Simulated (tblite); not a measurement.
Record of a relaxation.

Compound: C₄H₁₁BGe₂O.
Numbering: `[CH:1]#[C:2][BH:3][C@H:4]([GeH3:5])[CH2:6][O:7][GeH3:8]` (hydrogens: H9 on C1; H10 on B3; H11 on C4; H12, H13, H14 on Ge5; H15, H16 on C6; H17, H18, H19 on Ge8)

Computed with GFN2-xTB (tblite), gas phase: L-BFGS steps from a force-field or distance-geometry start until the largest atomic force falls under 0.01 eV/Å. 6 of its 136 geometries are shown.

Step 0: E = -631.7045 eV, largest atomic force 2.125 eV/Å
```
atom  x, y, z in Å  |  force x, y, z in eV/Å
C1     -1.850    2.429    0.851   -0.404   1.358   1.388
C2     -1.629    1.637   -0.013    0.608  -1.569  -1.297
B3     -1.342    0.603   -1.092   -0.910   0.612  -0.309
C4     -0.462   -0.681   -0.906   -0.585   0.700  -0.780
Ge5    -1.450   -2.010    0.105   -0.571  -0.711   0.163
C6      0.832   -0.279   -0.306    1.568  -0.266  -1.061
O7      0.779    0.349    0.911    0.569   0.802   1.482
Ge8     2.518    0.695    1.320    0.393   0.242   0.588
H9     -2.064    3.155    1.604    0.109  -0.371  -0.379
H10    -1.874    0.793   -2.140    0.127  -0.065   0.232
H11    -0.239   -1.130   -1.895   -0.061   0.070   0.354
H12    -2.686   -2.412   -0.752    0.495   0.123   0.442
H13    -0.566   -3.272    0.212   -0.303   0.357   0.123
H14    -1.952   -1.520    1.449    0.156  -0.222  -0.244
H15     1.349    0.438   -1.005   -0.231  -0.709  -0.141
H16     1.490   -1.161   -0.180    0.085  -0.210  -0.449
H17     3.289    0.993    0.003   -0.343  -0.139   0.368
H18     3.182   -0.572    1.974   -0.417   0.555  -0.296
H19     2.664    1.953    2.210   -0.284  -0.558  -0.182
```

Step 27: E = -632.3282 eV, largest atomic force 0.158 eV/Å
```
atom  x, y, z in Å  |  force x, y, z in eV/Å
C1     -1.814    2.440    0.857    0.016   0.011   0.026
C2     -1.585    1.658   -0.033    0.010   0.004   0.009
B3     -1.438    0.653   -1.141   -0.019   0.065   0.074
C4     -0.478   -0.574   -1.040   -0.013   0.040  -0.024
Ge5    -1.413   -1.871    0.157   -0.016  -0.028  -0.015
C6      0.960   -0.426   -0.561    0.002   0.020   0.026
O7      1.038    0.254    0.674   -0.057  -0.009   0.009
Ge8     2.546    0.724    1.436   -0.064  -0.103  -0.101
H9     -2.007    3.115    1.643    0.051  -0.036  -0.055
H10    -2.170    0.728   -2.058    0.005  -0.003   0.022
H11    -0.431   -1.093   -2.004    0.077  -0.053  -0.045
H12    -2.659   -2.372   -0.525    0.038  -0.020   0.070
H13    -0.472   -3.040    0.315   -0.068  -0.014   0.026
H14    -1.812   -1.395    1.514    0.036   0.048  -0.006
H15     1.541    0.107   -1.323    0.068   0.068  -0.049
H16     1.397   -1.431   -0.457    0.083  -0.033  -0.010
H17     3.505    1.267    0.404   -0.081   0.034  -0.007
H18     3.202   -0.472    2.080   -0.045   0.010   0.008
H19     2.080    1.738    2.413   -0.022  -0.001   0.043
```

Step 54: E = -632.4642 eV, largest atomic force 0.143 eV/Å
```
atom  x, y, z in Å  |  force x, y, z in eV/Å
C1     -1.448    2.382    0.787    0.008   0.031   0.025
C2     -1.431    1.612   -0.141    0.118   0.027  -0.050
B3     -1.439    0.582   -1.241   -0.083   0.021   0.115
C4     -0.446   -0.614   -1.205   -0.100   0.012  -0.009
Ge5    -1.275   -1.721    0.254   -0.024  -0.017  -0.023
C6      0.975   -0.430   -0.715   -0.044  -0.007   0.036
O7      0.906   -0.136    0.667    0.034   0.016   0.056
Ge8     2.221    0.628    1.534    0.020   0.047  -0.101
H9     -1.478    3.050    1.602    0.010  -0.026  -0.076
H10    -2.321    0.590   -2.017    0.031   0.003  -0.037
H11    -0.433   -1.208   -2.122   -0.041  -0.007  -0.049
H12    -2.618   -2.219   -0.205   -0.030  -0.099   0.031
H13    -0.391   -2.910    0.488    0.018  -0.082  -0.037
H14    -1.473   -1.037    1.555   -0.094   0.052   0.044
H15     1.492    0.369   -1.264    0.061  -0.025   0.007
H16     1.528   -1.370   -0.852    0.088   0.065  -0.067
H17     2.938    1.516    0.553   -0.009   0.024   0.041
H18     3.143   -0.438    2.043    0.088  -0.038   0.040
H19     1.542    1.362    2.632   -0.051   0.003   0.054
```

Step 81: E = -632.5540 eV, largest atomic force 0.174 eV/Å
```
atom  x, y, z in Å  |  force x, y, z in eV/Å
C1     -0.983    2.476    0.629    0.037  -0.012  -0.089
C2     -1.192    1.655   -0.231   -0.031   0.052   0.016
B3     -1.450    0.560   -1.229    0.000  -0.054  -0.022
C4     -0.509   -0.684   -1.192   -0.057  -0.028   0.040
Ge5    -1.245   -1.811    0.320    0.001   0.119  -0.045
C6      0.935   -0.407   -0.788   -0.046  -0.029  -0.028
O7      0.993   -0.459    0.627    0.090   0.148   0.012
Ge8     2.005    0.597    1.607   -0.121  -0.034   0.072
H9     -0.830    3.226    1.350    0.020   0.021   0.054
H10    -2.359    0.639   -1.973    0.051  -0.056   0.099
H11    -0.554   -1.299   -2.095    0.048   0.044   0.005
H12    -2.536   -2.432   -0.155   -0.039  -0.019   0.011
H13    -0.343   -2.953    0.673    0.053   0.001  -0.057
H14    -1.567   -1.038    1.559   -0.020  -0.044  -0.043
H15     1.265    0.575   -1.157    0.035  -0.065   0.038
H16     1.612   -1.166   -1.201   -0.031  -0.035   0.006
H17     2.304    1.849    0.838   -0.053   0.013  -0.044
H18     3.281   -0.121    1.947    0.044  -0.032  -0.025
H19     1.164    0.805    2.821    0.017   0.008   0.001
```

Step 108: E = -632.6091 eV, largest atomic force 0.034 eV/Å
```
atom  x, y, z in Å  |  force x, y, z in eV/Å
C1     -0.809    2.610    0.549    0.002   0.020   0.020
C2     -1.109    1.723   -0.211   -0.007  -0.018  -0.018
B3     -1.458    0.568   -1.112   -0.004   0.009   0.018
C4     -0.510   -0.660   -1.179    0.009   0.013  -0.007
Ge5    -1.270   -1.889    0.224    0.001  -0.006   0.027
C6      0.928   -0.466   -0.725    0.004  -0.016   0.012
O7      0.912   -0.415    0.691   -0.002   0.000   0.002
Ge8     1.929    0.663    1.626    0.008  -0.006   0.022
H9     -0.585    3.401    1.208    0.003   0.006  -0.010
H10    -2.478    0.572   -1.693    0.010  -0.015  -0.011
H11    -0.546   -1.200   -2.128   -0.002   0.008  -0.008
H12    -2.497   -2.576   -0.326   -0.016   0.001   0.000
H13    -0.276   -2.969    0.526   -0.008   0.003  -0.005
H14    -1.692   -1.221    1.492    0.013  -0.023  -0.015
H15     1.372    0.446   -1.147   -0.013  -0.003   0.003
H16     1.546   -1.319   -1.038    0.007   0.004  -0.006
H17     2.033    1.963    0.889    0.009   0.032  -0.005
H18     3.303    0.058    1.785   -0.009  -0.014  -0.011
H19     1.197    0.722    2.921   -0.003   0.005  -0.008
```

Step 135: E = -632.6111 eV, largest atomic force 0.010 eV/Å
```
atom  x, y, z in Å  |  force x, y, z in eV/Å
C1     -0.802    2.631    0.521   -0.001   0.003  -0.006
C2     -1.116    1.731   -0.218    0.000   0.002   0.002
B3     -1.468    0.566   -1.102   -0.002   0.002   0.003
C4     -0.515   -0.659   -1.168    0.000   0.004   0.001
Ge5    -1.270   -1.912    0.217    0.004   0.002   0.000
C6      0.920   -0.458   -0.708    0.003  -0.001  -0.001
O7      0.897   -0.400    0.707   -0.004   0.000   0.001
Ge8     1.931    0.668    1.636   -0.001  -0.004   0.001
H9     -0.563    3.437    1.157   -0.004  -0.002  -0.004
H10    -2.484    0.558   -1.689   -0.002   0.000   0.002
H11    -0.544   -1.191   -2.122   -0.001   0.005   0.002
H12    -2.518   -2.566   -0.325    0.001  -0.002  -0.001
H13    -0.280   -3.010    0.461   -0.004   0.000   0.005
H14    -1.655   -1.283    1.514    0.003  -0.003  -0.003
H15     1.358    0.456   -1.133    0.000   0.001   0.000
H16     1.546   -1.307   -1.016    0.002  -0.002  -0.003
H17     2.050    1.974    0.906   -0.003  -0.005   0.004
H18     3.295    0.040    1.778    0.009  -0.002   0.003
H19     1.208    0.733    2.937   -0.001   0.003  -0.007
```

Task: Summarise the path.

Result: The energy falls by 20.91 kcal/mol from step 0 to step 135; nine tenths of that is first reached at step 71. It falls at every step. The largest force goes from 2.125 to 0.010 eV/Å. Among the bonds C4–Ge5 changes most, from 1.940 to 2.014 Å; the atoms move by 0.902 Å rms after alignment.

Task: Follow the three bonds and two angles with the largest change from start to end.

Result: 
| step | E above end (kcal/mol) | largest force (eV/Å) | C4–Ge5 (Å) | O7–Ge8 (Å) | Ge8–H18 (Å) | C6–O7–Ge8 (°) | Ge5–C4–C6 (°) |
| --- | --- | --- | --- | --- | --- | --- | --- |
| 0 | 20.91 | 2.125 | 1.940 | 1.820 | 1.572 | 104.5 | 114.8 |
| 6 | 12.22 | 0.302 | 1.973 | 1.756 | 1.484 | 108.5 | 113.8 |
| 12 | 9.93 | 0.349 | 2.015 | 1.768 | 1.515 | 112.9 | 112.6 |
| 18 | 7.98 | 0.275 | 2.004 | 1.760 | 1.504 | 117.5 | 109.9 |
| 23 | 6.93 | 0.248 | 2.002 | 1.752 | 1.507 | 120.2 | 108.9 |
| 29 | 6.34 | 0.202 | 2.004 | 1.749 | 1.510 | 124.5 | 108.1 |
| 35 | 5.72 | 0.154 | 2.001 | 1.746 | 1.504 | 123.0 | 107.5 |
| 41 | 5.20 | 0.121 | 2.012 | 1.744 | 1.506 | 123.1 | 105.8 |
| 47 | 4.44 | 0.199 | 2.010 | 1.746 | 1.510 | 123.2 | 104.2 |
| 53 | 3.52 | 0.222 | 2.011 | 1.754 | 1.495 | 122.4 | 102.5 |
| 59 | 2.98 | 0.155 | 2.014 | 1.752 | 1.507 | 123.4 | 102.1 |
| 65 | 2.52 | 0.145 | 2.022 | 1.747 | 1.509 | 123.7 | 103.0 |
| 70 | 2.16 | 0.208 | 2.016 | 1.765 | 1.500 | 124.2 | 103.8 |
| 76 | 1.66 | 0.123 | 2.014 | 1.751 | 1.511 | 124.6 | 104.4 |
| 82 | 1.22 | 0.122 | 2.019 | 1.752 | 1.505 | 124.5 | 104.3 |
| 88 | 0.79 | 0.152 | 2.021 | 1.752 | 1.511 | 126.7 | 103.9 |
| 94 | 0.36 | 0.122 | 2.021 | 1.746 | 1.507 | 126.2 | 104.2 |
| 100 | 0.13 | 0.057 | 2.014 | 1.751 | 1.510 | 124.3 | 103.3 |
| 106 | 0.05 | 0.042 | 2.015 | 1.752 | 1.509 | 123.3 | 103.0 |
| 112 | 0.02 | 0.014 | 2.015 | 1.754 | 1.509 | 122.9 | 103.2 |
| 117 | 0.02 | 0.014 | 2.014 | 1.753 | 1.508 | 122.8 | 103.2 |
| 123 | 0.01 | 0.020 | 2.016 | 1.753 | 1.510 | 122.7 | 103.1 |
| 129 | 0.01 | 0.022 | 2.014 | 1.753 | 1.508 | 122.9 | 103.3 |
| 135 | 0.00 | 0.010 | 2.014 | 1.753 | 1.508 | 123.0 | 103.2 |

The cost below is that of the whole relaxation. Hardware: one thread of an Arm Neoverse V2, shared host with 32 logical CPUs at a one-minute load of 20. Cost: 1.0 s wall.
